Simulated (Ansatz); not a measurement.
Geometry optimisation, RKS PBE0/def2-SVP in Ansatz 0.2.0.

Input:

```yaml
crystal:
  periodic: [false, false, false]
  atoms:
    - { symbol: B, position_ang: [-2.1837, 0.3775, 0.1837] }
    - { symbol: Si, position_ang: [-0.8006, -0.4197, 1.1695] }
    - { symbol: Si, position_ang: [0.8696, -0.8744, -0.2184] }
    - { symbol: C, position_ang: [1.6701, 0.7226, -0.9035] }
    - { symbol: F, position_ang: [0.631, 1.3434, -1.6695] }
    - { symbol: H, position_ang: [-3.2251, 0.7598, 0.7234] }
    - { symbol: H, position_ang: [-2.0892, 0.6092, -0.9848] }
    - { symbol: H, position_ang: [-1.2492, -1.6471, 1.7676] }
    - { symbol: H, position_ang: [-0.3315, 0.5117, 2.2697] }
    - { symbol: H, position_ang: [1.9569, -1.5763, 0.5685] }
    - { symbol: H, position_ang: [0.4183, -1.7294, -1.2825] }
    - { symbol: H, position_ang: [1.9329, 1.3802, -0.0502] }
    - { symbol: H, position_ang: [2.4211, 0.5077, -1.5585] }
basis:
  gaussian: { orbitals: def2-SVP }
hamiltonian:
  xc: pbe0
relax:
  f_tol: 0.02
  max_steps: 50
output:
  orbitals: {}
```

Launched with:

```bash
$ ansatz run input.yaml --threads 2 --pin off --max-ram 3072MiB --backend cpu --events-out ev --progress --plain --runs-dir out
```

Question: Where does it end, and by what steps?

Answer: The run converged. After 35 steps the energy has fallen by 0.953 eV; H6 moved furthest, 2.32 Å.

```
step  energy less start (eV)  largest force component (eV/Å)  accepted
   0                  0.0000                           4.173       yes
   2                 -0.6391                           0.467       yes
   4                 -0.6669                           0.129       yes
   6                 -0.6896                           0.224       yes
   8                 -0.7284                           0.224       yes
  10                 -0.7391                           0.855        no
  12                 -0.7792                           0.190       yes
  14                 -0.8212                           0.251       yes
  16                 -0.8435                           0.413        no
  18                 -0.8818                           0.099       yes
  20                 -0.9187                           0.136       yes
  22                 -0.9272                           0.080       yes
  24                 -0.9329                           0.045       yes
  26                 -0.9395                           0.126       yes
  28                 -0.9461                           0.202       yes
  30                 -0.9507                           0.036       yes
  32                 -0.9522                           0.043       yes
  34                 -0.9530                           0.021       yes
  35                 -0.9533                           0.012       yes
```

```xyz
13
Properties=species:S:1:pos:R:3
B -1.529 0.865 0.021
Si -0.920 -0.712 1.145
Si 1.176 -0.963 0.105
C 1.069 0.595 -1.021
F -0.323 0.808 -1.326
H -1.253 1.957 0.471
H -2.522 0.774 -0.660
H -1.677 -1.999 1.032
H -0.706 -0.419 2.598
H 2.410 -0.810 0.934
H 1.331 -2.164 -0.773
H 1.407 1.509 -0.509
H 1.559 0.524 -2.002
```

Whether the end is a true minimum wasn't checked by a vibrational analysis.

Time of the run: 100 s on 2 threads of Intel(R) Xeon(R) Platinum 8488C (Sapphire Rapids), with other jobs on the host, peak memory 0.3 GiB.
